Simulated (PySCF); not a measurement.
Z-matrix (Å, degrees):
```
C
H 1 1.0839
C 1 1.4524 2 115.67
H 3 1.0815 1 121.15 2 0.04
H 3 1.0839 4 118.33 1 -179.97
C 1 1.5278 2 114.81 3 -147.50
H 6 1.0828 1 116.57 2 145.96
H 6 1.0830 7 114.77 1 142.52
C 6 1.4907 7 118.25 8 148.00
H 9 1.0828 6 118.25 7 0.00
H 9 1.0830 10 114.77 6 148.00
```
Charge 0, spin multiplicity 2.

Problem. Estimate the dipole moment, highest occupied spin orbital and total energy that TPSSh-D3(BJ)/def2-TZVP (PySCF 2.14.0) returns for this input.

Solution. 
The dipole moment is 0.49 D and the highest occupied spin orbital is -4.64 eV. The total energy comes out as -156.6285 Ha.
